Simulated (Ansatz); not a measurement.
Ansatz (a quantum-chemistry and plane-wave program) input (PBE/STO-3G):

Ansatz 0.2 input:
```yaml
crystal:
  periodic: [false, false, false]
  atoms:
    - {symbol: Ga, position_ang: [-0.00000000, -0.00000000, -0.40510264]}
    - {symbol: F, position_ang: [0.00000000, 0.00000000, 1.39535353]}
basis:
  gaussian:
    orbitals: STO-3G
hamiltonian:
  xc: {name: PBE}
output: {forces: true}
```

From the last part of the output:

```
WARN ansatz: RAYON_NUM_THREADS=1 ignored (pool sized by the plan → 1); use --threads N
Functional definition: PBE
integrals: 0.00 GiB planned
245 factors; integrals over basis functions are off by at most 5.0e-5 eV
mean field: 0.05 GiB planned
mean field evaluation 1: about -54108.5588 eV, gradient 7.1e1 eV
mean field evaluation 2: about -54154.5964 eV, gradient 9.8e1 eV
mean field evaluation 4: about -54417.3524 eV, gradient 3.4e1 eV
mean field evaluation 8: about -54417.3525 eV, gradient 3.4e1 eV
mean field evaluation 16: about -54426.1680 eV, gradient 9.1e0 eV
mean field evaluation 32: about -54426.5067 eV, gradient 3.4e-5 eV
mean field evaluation 64: about -54420.4433 eV, gradient 2.1e0 eV
mean field evaluation 96: about -54420.4433 eV, gradient 2.1e0 eV
mean field evaluation 128: about -54426.3977 eV, gradient 2.3e-2 eV
mean field evaluation 160: about -54398.5398 eV, gradient 8.1e1 eV
mean field evaluation 192: about -54420.6458 eV, gradient 6.9e-2 eV
mean field evaluation 224: about -54426.4560 eV, gradient 2.1e-2 eV
mean field evaluation 256: about -54426.3720 eV, gradient 3.6e0 eV
mean field -54426.50670381 eV, -2000.1372297536 hartree, gradient 2.8e-6 eV, S^2 0.000000; 4 other end points of the search recorded, 0 dependent functions left out
the calculation of the forces begins
reference -54426.50671859 eV, -2000.1372302969 hartree; 20, 20 occupied and 3, 3 virtual orbitals, 245 factors
Total energy: -54426.50671859 eV, -2000.1372302969 hartree
Atom 0 at    -0.000000    -0.000000    -0.405103 Å, force     0.000000     0.000000     3.977721 eV/Å
Atom 1 at     0.000000     0.000000     1.395354 Å, force    -0.000000    -0.000000    -3.977721 eV/Å
Dipole moment:    -0.000000     0.000000     0.243121 e Å
```
